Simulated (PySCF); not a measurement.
TDDFT excited states: C7H11F

C7H11F.
SMILES: `C[C@@]12C[C@@H]1CC[C@@H]2F`

Computed with TDDFT PBE0/def2-SVPD, vertical, gas phase, core orbitals frozen in the response (PySCF 2.14.0, density-fitted response routines). Isolated species at its GFN2-xTB geometry (one conformer only).

| state | λ (nm) | E (eV) | f | main configurations (H = HOMO, L = LUMO) |
| --- | --- | --- | --- | --- |
| S1 | 169.1 | 7.33 | 0.0041 | H→L (98%) |
| S2 | 161.9 | 7.66 | 0.021 | H-1→L (96%) |
| S3 | 154.0 | 8.05 | 0.041 | H→L+1 (93%) |
| S4 | 151.3 | 8.20 | 0.0066 | H→L+2 (89%) |
| S5 | 150.5 | 8.24 | 0.048 | H→L+3 (86%) |
| S6 | 149.0 | 8.32 | 0.0040 | H-1→L+1 (72%), H→L+4 (19%) |

Triplets, Tamm–Dancoff:

```csv
state,E (eV),λ (nm),"main configurations (H = HOMO, L = LUMO)"
T1,7.23,171.5,H→L (95%)
T2,7.49,165.6,H-1→L (92%)
```

The lowest singlet lies at 7.33 eV (169 nm, vacuum ultraviolet) and is very weak; its leading configuration is HOMO→LUMO (98%). The strongest level in the table is S5 at 8.24 eV (151 nm, f = 0.048). Löwdin shares by element: HOMO carbon 70% or more (atoms not listed hold the other 30%); LUMO carbon 29% or more, hydrogen 8% or more (atoms not listed hold the other 63%). Weighted by f, the mean energy of these states is 8.05 eV. Of the 6 states listed, 3 reach f = 0.01 and none stays under 0.0005. The oscillator strengths of these states sum to 0.124; summed over the whole spectrum of an exact calculation they would give the number of electrons, 62 (Thomas–Reiche–Kuhn). The window holds the lowest 6 singlets.

Without π bonds the low states may be Rydberg-like; a valence basis with one diffuse set may place them up to an eV too high.
